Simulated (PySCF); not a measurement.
Unknown compound

An unknown has the formula C4H11FSi3. Its calculated NMR data are:

$^{1}$H NMR (600 MHz, computed): δ 4.27 (m, 1H), 4.01 (m, 1H), 3.88 (m, 1H), 3.52 (d, 3H), 2.48 (m, 1H), 2.35 (m, 1H), 1.93 (m, 1H), 1.80 (m, 1H), 1.50 (m, 1H).

$^{13}$C{$^{1}$H} NMR (computed): δ 96.0 (C), 43.4 (CH2), 40.6 (CH2), 7.6 (CH).

Theoretical values (PySCF): geometry: GFN2-xTB, PBE0/pcSseg-1 with gauge-including orbitals. No solvent, one computed conformer, relativity neglected, rapidly exchanging positions averaged.

Shifts are taken against calculated references (same method and geometry level): TMS for $^{1}$H (σref 31.72), $^{13}$C (σref 186.93).

Propose a structure and justify it.

Results:


- Rings plus π bonds: 2 (2 rings in the answer).
- 4 carbon signals for 4 carbons: no two carbons are equivalent.
- Carbon types of the structure: 1 × C, 1 × CH, 2 × CH2, leaving 6 H on heteroatoms.
- δC 96.0: fully substituted sp3 carbon bonded to F and Si; deshielded by the electronegative neighbour.
- δC 43.4, 40.6: sp3 CH2 in a ring; aliphatic region, no heteroatom directly attached.
- δC 7.6: sp3 CH bonded to Si; an electropositive neighbour leaves it electron-rich and shielded.
- δH 4.01, 3.88: hydrogen on a silicon bonded to C, Si, in a 5-membered ring.
- δH 3.52: hydrogen on a silicon bonded to Si.
- δH 2.48, 2.35, 1.93, 1.80: hydrogen on an sp3 CH2 in a ring.
- δH 1.50: hydrogen on an sp3 CH bonded to Si.

The compound is SMILES F[C@]12C[C@H](C1)[Si@@H]([SiH3])[SiH2]2.

The data come from this structure; uniqueness wasn't tested.

Splittings by $^{19}$F in the carbon and heteronuclear signals aren't shown, as no couplings were computed. Shifts are as computed. Against solution values, carbons near 30 ppm lie about +3 ppm off and those near 130 ppm about +5 ppm. Of 1211 compounds with measured shifts, 218 miss one by over three times the rms of a fit or turn the order of signals round; such compounds aren't used in these exercises. Multiplicities follow the n + 1 count of equivalent neighbours, as no J values were calculated; m marks all less simple cases, F and P coupling included.
